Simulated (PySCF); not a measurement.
## Ru³⁺ (ruthenium, charge +3) across methods

[Kr] 4d5, high-spin 6S determinant. All numbers are calculated (PySCF 2.14, the spin-free X2C one-electron Hamiltonian (Gaussian nucleus), in ANO-RCC-VTZP (7s6p4d2f1g, 68 functions)).

```
method  E (hartree)  mean ε 4p α (eV)  mean ε 4p β (eV)  mean ε 4d α (eV)  Σ⟨r²⟩ (bohr²)   ⟨S²⟩
  PBE0     -4527.94           -86.492           -80.762           -40.975          26.17  8.750
 B3LYP     -4528.30           -85.490           -80.377           -40.388          26.24  8.750
r2SCAN     -4528.26           -84.153           -78.829           -39.406          26.13  8.751
   PBE     -4527.85           -82.263           -78.159           -38.925          26.26  8.750
   UHF  -4526.09792           -98.055           -86.953           -46.205          26.13  8.751
   LDA     -4523.15           -82.238           -78.504           -38.962          26.32  8.750
 B97-3     -4527.95           -86.534           -81.139           -40.833          26.14  8.750
  BLYP     -4528.39           -81.926           -78.094           -38.570          26.32  8.750
```
